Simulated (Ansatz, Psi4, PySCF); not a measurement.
ClK, singlet, geometry from GFN2-xTB (such geometries of metal compounds can be far from the true shape). Base run: BHANDHLYP/STO-3G run with PySCF.

Here is a job for PySCF.
```python
from pyscf import gto, scf, dft

mol = gto.Mole()
mol.atom = '''
    K    -0.000000   -0.000000   -1.217850
    Cl    0.000000    0.000000    1.361126
'''
mol.basis = 'sto-3g'
mol.charge = 0
mol.spin = 0
mol.verbose = 4
mol.build()

mf = dft.RKS(mol)
mf.xc = 'bhandhlyp'
mf.kernel()
```

The same geometry, method and basis name were run in Ansatz (a first-principles code) and Psi4 and PySCF, at each program's defaults and at the settings that a row names. The base is PySCF at its defaults. Differences at the defaults can come from grids, fitting, cores and function types together.

| code and settings | ΔE vs base (µEh) | basis functions | E (Eh) | SCF cycles | dipole (D) |
|---|---|---|---|---|---|
| PySCF, defaults (exact integrals, its default grid, spherical functions) | 0.0 | 22 | -1049.08590 | 7 | 8.82 |
| Psi4, defaults (density fitting with its default set, its default grid, spherical functions) | -860 | 22 | -1049.08676 | 6 | 8.82 |
| Ansatz, defaults (factorised integrals, its default grid, spherical functions) | -1.7 | 22 | -1049.08591 | - | - |
| PySCF, density fitting with def2-universal-jkfit | -892 | 22 | -1049.08680 | 7 | 8.82 |
| PySCF, fine grid | -4.1 | 22 | -1049.08591 | 7 | 8.82 |
| Psi4, exact integrals, spherical functions, fine grid | -5.1 | 22 | -1049.08591 | 8 | 8.82 |
| Ansatz, high accuracy | -2.5 | 22 | -1049.08591 | - | - |
